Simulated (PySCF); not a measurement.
Isomers of C6H14GaNO, from PBE0-D3(BJ)/def2-SVP geometry optimisation, gas phase in PySCF. One conformer each, no zero-point energy, no frequencies.

Question: Which is lower in electronic energy at this level?
A. `[CH3:1]/[N:2]=[CH:3]/[C@@H:4]1[CH2:5][CH2:6][O+:7]([GaH3-:8])[CH2:9]1` with N2–C3–C4–C5 106°, C3–C4–C5–C6 -88°, C4–C5–C6–O7 -40°, C5–C6–O7–Ga8 -104°, C6–O7–C9–C4 -9°: A = 3015, B = 461.3, C = 442.6 MHz, dipole 6.19 D
B. `[CH3:1]/[N:2]=[CH:3]/[GaH2-:4][O+:5]1[CH2:6][CH2:7][CH2:8][CH2:9]1` with N2–C3–Ga4–O5 -175°, C3–Ga4–O5–C6 -148°, Ga4–O5–C6–C7 -102°, O5–C6–C7–C8 -15°, C6–C7–C8–C9 -8°, C7–C8–C9–O5 29°: A = 2831, B = 534.4, C = 497.9 MHz, dipole 5.54 D

Answer: A. That is `C/N=C/[C@@H]1CC[O+]([GaH3-])C1`, 4.0 kcal/mol below the other.

```json
{"SMILES": "C/N=C/[C@@H]1CC[O+]([GaH3-])C1", "mapped SMILES": "[CH3:1]/[N:2]=[CH:3]/[C@@H:4]1[CH2:5][CH2:6][O+:7]([GaH3-:8])[CH2:9]1", "E (Eh)": "-2290.67108", "relative (kcal/mol)": "0.0", "relative (kJ/mol)": "0.0", "dipole (D)": "6.19"}
{"SMILES": "C/N=[CH]/[GaH2-][O+]1CCCC1", "mapped SMILES": "[CH3:1]/[N:2]=[CH:3]/[GaH2-:4][O+:5]1[CH2:6][CH2:7][CH2:8][CH2:9]1", "E (Eh)": "-2290.66477", "relative (kcal/mol)": "4.0", "relative (kJ/mol)": "16.5", "dipole (D)": "5.54"}
```
